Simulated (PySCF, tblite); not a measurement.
Compound: C5H9B.
Bonds: B1–C2, C2–C3, C3–C4 (double), C3–C5, C5–C6 (double). Hydrogens: H7, H8 on B1; H9, H10 on C2; H11, H12 on C4; H13 on C5; H14, H15 on C6.

Computed with GFN2-xTB (tblite), gas phase: Langevin dynamics at 300 K from the optimised GFN2-xTB geometry, time step 0.5 fs, friction 0.01 fs⁻¹, 2000 steps. Over the second half of the run the saved frames average 299 K.

Frame at 250 fs, instantaneous temperature 248 K:
```
atom  x, y, z in Å
B1     -2.083    0.611   -0.564
C2     -1.075   -0.555   -0.793
C3      0.032   -0.560    0.213
C4      0.051   -1.443    1.208
C5      1.173    0.290    0.001
C6      1.173    1.205   -0.983
H7     -1.888    1.566    0.069
H8     -3.134    0.373   -1.002
H9     -1.587   -1.480   -0.872
H10    -0.633   -0.442   -1.747
H11     0.821   -1.335    1.978
H12    -0.759   -2.131    1.404
H13     2.044    0.273    0.598
H14     0.351    1.416   -1.635
H15     2.086    1.764   -1.198
```

Frame at 425 fs, instantaneous temperature 313 K:
```
atom  x, y, z in Å
B1     -2.179    0.456   -0.507
C2     -1.000   -0.534   -0.696
C3      0.093   -0.503    0.359
C4      0.026   -1.292    1.430
C5      1.221    0.355    0.241
C6      2.016    0.385   -0.779
H7     -1.882    1.452    0.082
H8     -3.256    0.418   -0.938
H9     -1.301   -1.544   -0.779
H10    -0.543   -0.230   -1.644
H11     0.717   -1.219    2.240
H12    -0.775   -1.983    1.538
H13     1.473    0.977    1.083
H14     1.784   -0.280   -1.657
H15     2.908    0.935   -0.851
```

Frame at 625 fs, instantaneous temperature 280 K:
```
atom  x, y, z in Å
B1     -1.758    1.410   -0.071
C2     -1.258    0.141   -0.852
C3     -0.268   -0.120    0.234
C4     -0.749   -0.511    1.450
C5      1.158    0.264    0.217
C6      1.822    0.317   -0.923
H7     -1.282    2.466   -0.325
H8     -2.719    1.386    0.531
H9     -1.974   -0.622   -0.846
H10    -0.851    0.310   -1.813
H11    -0.144   -0.737    2.292
H12    -1.777   -0.786    1.566
H13     1.431    0.504    1.224
H14     1.409    0.037   -1.905
H15     2.859    0.600   -0.883
```

Frame at 800 fs, instantaneous temperature 287 K:
```
atom  x, y, z in Å
B1     -1.460    0.918    1.041
C2     -1.361   -0.299   -0.541
C3     -0.213   -0.185    0.290
C4     -0.599   -0.244    1.691
C5      1.079    0.341   -0.180
C6      1.562   -0.018   -1.359
H7     -1.068    2.023    1.021
H8     -2.606    0.674    1.138
H9     -2.256   -0.857   -0.340
H10    -1.224   -0.018   -1.550
H11     0.239   -0.006    2.338
H12    -1.158   -1.146    2.065
H13     1.762    0.924    0.437
H14     1.043   -0.789   -1.884
H15     2.595    0.306   -1.591
```

Frame at 1000 fs, instantaneous temperature 264 K:
```
atom  x, y, z in Å
B1     -1.343    0.985    0.550
C2     -0.940   -0.629   -0.285
C3      0.164   -0.059    0.352
C4     -0.213    0.387    1.724
C5      1.377    0.463   -0.238
C6      1.982   -0.263   -1.187
H7     -1.099    1.937   -0.026
H8     -2.410    0.746    0.922
H9     -1.494   -1.503    0.086
H10    -0.886   -0.697   -1.376
H11     0.596    0.879    2.232
H12    -0.791   -0.287    2.383
H13     1.856    1.244    0.317
H14     1.394   -1.068   -1.696
H15     2.894    0.008   -1.603
```

Problem. What do single points at PBE0/pcSseg-1 (PySCF, gas phase) give on these frames?

Solution. 
| t (fs) | GFN2-xTB E above start (eV) | DFT E above lowest frame (eV) | HOMO (eV) | LUMO (eV) | dipole (D) |
| --- | --- | --- | --- | --- | --- |
| 250 | 0.33 | 0.00 | -6.66 | -1.40 | 0.46 |
| 425 | 0.45 | 0.21 | -6.75 | -1.39 | 0.47 |
| 625 | 0.51 | 0.12 | -6.93 | -1.13 | 1.16 |
| 800 | 0.55 | 0.00 | -7.60 | -1.33 | 2.26 |
| 1000 | 0.50 | 0.09 | -7.63 | -1.54 | 2.48 |

The two levels order the frames differently by energy; measured from each level's lowest frame they differ by 0.22 eV at most. The HOMO–LUMO gap runs from 5.26 to 6.27 eV. These are instantaneous structures, not minima.

Problem. And the isotropic GIAO shieldings (ppm) from the same runs?

Solution. 
```json
{"atom": "B1", "250 fs": "9.8", "425 fs": "12.6", "625 fs": "56.9", "800 fs": "143.1", "1000 fs": "152.8", "mean": "75.0", "range": "143.0"}
{"atom": "C2", "250 fs": "148.4", "425 fs": "144.5", "625 fs": "160.9", "800 fs": "84.8", "1000 fs": "119.4", "mean": "131.6", "range": "76.1"}
{"atom": "C3", "250 fs": "35.5", "425 fs": "30.4", "625 fs": "45.7", "800 fs": "51.8", "1000 fs": "38.1", "mean": "40.3", "range": "21.4"}
{"atom": "C4", "250 fs": "63.1", "425 fs": "69.1", "625 fs": "49.2", "800 fs": "147.3", "1000 fs": "122.8", "mean": "90.3", "range": "98.1"}
{"atom": "C5", "250 fs": "38.8", "425 fs": "44.0", "625 fs": "38.9", "800 fs": "34.0", "1000 fs": "38.9", "mean": "38.9", "range": "10.0"}
{"atom": "C6", "250 fs": "58.0", "425 fs": "65.7", "625 fs": "64.2", "800 fs": "51.7", "1000 fs": "51.8", "mean": "58.3", "range": "14.0"}
{"atom": "H7", "250 fs": "23.8", "425 fs": "24.2", "625 fs": "26.8", "800 fs": "31.7", "1000 fs": "33.2", "mean": "27.9", "range": "9.4"}
{"atom": "H8", "250 fs": "23.8", "425 fs": "23.5", "625 fs": "26.8", "800 fs": "29.5", "1000 fs": "30.0", "mean": "26.7", "range": "6.5"}
{"atom": "H9", "250 fs": "29.2", "425 fs": "29.0", "625 fs": "29.9", "800 fs": "26.9", "1000 fs": "28.2", "mean": "28.6", "range": "3.0"}
{"atom": "H10", "250 fs": "30.2", "425 fs": "29.7", "625 fs": "29.5", "800 fs": "27.2", "1000 fs": "27.9", "mean": "28.9", "range": "3.0"}
{"atom": "H11", "250 fs": "26.3", "425 fs": "26.8", "625 fs": "25.9", "800 fs": "29.5", "1000 fs": "28.9", "mean": "27.5", "range": "3.6"}
{"atom": "H12", "250 fs": "26.4", "425 fs": "27.0", "625 fs": "26.8", "800 fs": "28.9", "1000 fs": "28.6", "mean": "27.5", "range": "2.5"}
{"atom": "H13", "250 fs": "24.8", "425 fs": "24.6", "625 fs": "24.5", "800 fs": "24.6", "1000 fs": "24.9", "mean": "24.7", "range": "0.4"}
{"atom": "H14", "250 fs": "26.3", "425 fs": "25.9", "625 fs": "25.0", "800 fs": "25.4", "1000 fs": "24.8", "mean": "25.5", "range": "1.5"}
{"atom": "H15", "250 fs": "26.0", "425 fs": "26.5", "625 fs": "26.4", "800 fs": "25.2", "1000 fs": "26.4", "mean": "26.1", "range": "1.3"}
```

The cost below is that of the whole dynamics run. The run took 8.9 s wall on Intel Xeon Platinum 8375C at 2.90 GHz, one thread, shared host with 128 logical CPUs at a one-minute load of 14, and the process peaked at 0.18 GiB of memory.
